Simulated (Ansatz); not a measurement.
Computed with Ansatz on PBE0-D4/def2-TZVP structures; ΔE is electronic, products minus reactants. CCSD(T)/CBS is the MP2 limit (def2-TZVPP, def2-QZVPP) plus CCSD(T) − MP2 in def2-TZVPP, frozen cores. Functionals use def2-TZVPP. B3LYP here is the variant with VWN-RPA as its local correlation; programs differ in this. Each species was taken in one conformer, which may not be the lowest.

`CBO[SiH2]C` → `BC(O)[SiH2]C`  (isomerisation)

| level | ΔE (kcal/mol) | difference from CCSD(T)/CBS |
| --- | --- | --- |
| PBE-D4 | 74.5 | -6.6 |
| r2SCAN-D4 | 79.6 | -1.5 |
| PBE0-D4 | 77.4 | -3.7 |
| B3LYP-D4 | 80.4 | -0.7 |
| ωB97X-V | 79.5 | -1.6 |
| ωB97M-V | 79.9 | -1.2 |
| B2PLYP | 82.7 | 1.6 |
| PBE | 75.5 | -5.6 |
| r2SCAN | 79.8 | -1.3 |
| PBE0 | 78.2 | -2.9 |
| B3LYP | 82.0 | 0.9 |
| HF/def2-TZVPP | 88.4 | 7.3 |
| MP2/def2-TZVPP | 82.5 | 1.4 |
| SCS-MP2/def2-TZVPP | 82.8 | 1.7 |
| CCSD/def2-TZVPP | 82.1 | 1.0 |
| CCSD(T)/def2-TZVPP | 80.9 | -0.2 |
| HF/def2-QZVPP | 88.8 | 7.7 |
| MP2/def2-QZVPP | 82.8 | 1.7 |
| SCS-MP2/def2-QZVPP | 83.2 | 2.1 |
| HF/CBS(def2) | 88.9 | 7.8 |
| MP2/CBS(def2) | 82.7 | 1.6 |
| CCSD/CBS(def2) | 82.3 | 1.2 |
| CCSD(T)/CBS | 81.1 | 0 |

Largest T1 diagnostic among the species: 0.012.

In def2-TZVPP, CCSD(T) changes the Hartree–Fock value by −7.5 kcal/mol (the triples alone add −1.2 kcal/mol) and MP2 by −5.8 kcal/mol. From PBE to PBE0 (25 % exact exchange), in def2-TZVPP and without D4, ΔE moves by +2.7 kcal/mol. The D4 term adds −1.6 kcal/mol with B3LYP and −0.8 kcal/mol with PBE0; it sums over pairs of atoms, weighted by their polarisabilities, and B3LYP, whose exchange is more repulsive, gets the larger term.

CCSD(T)/CBS has its own doubt, a few kJ/mol and more with outer-core shells, so smaller differences from it don't rank the levels.
